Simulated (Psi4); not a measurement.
Torsional profile of SMILES FCC(F)(F)F, singlet. Scanned: dihedral F1–C2–C3–F4; all other coordinates were relaxed at GFN2-xTB.

Geometry of the scan point at 50° (Å):
```
8

F     -1.4717     0.9783     0.1965
C     -0.7554    -0.1221    -0.1500
C      0.7246     0.0866     0.1829
F      0.9149     0.5154     1.4291
F      1.3140     0.9622    -0.6346
F      1.3853    -1.0740     0.0532
H     -1.1342    -0.9737     0.4253
H     -0.8660    -0.2864    -1.2267
```

Level of theory: Psi4 1.11 with DF-MP2 (frozen core)/cc-pVTZ // GFN2-xTB.

Scanned values (°): 0, 10, 20, 30, 40, 50, 60, 70, 80, 90, 100, 110.

Task: Locate the minima and the barriers on this grid.

Result: Lower than their neighbours: 60° (0.00 kcal/mol). Higher than their neighbours: 0° (3.84 kcal/mol, end of the scan), 110° (3.52 kcal/mol, end of the scan). The whole profile spans 3.84 kcal/mol.
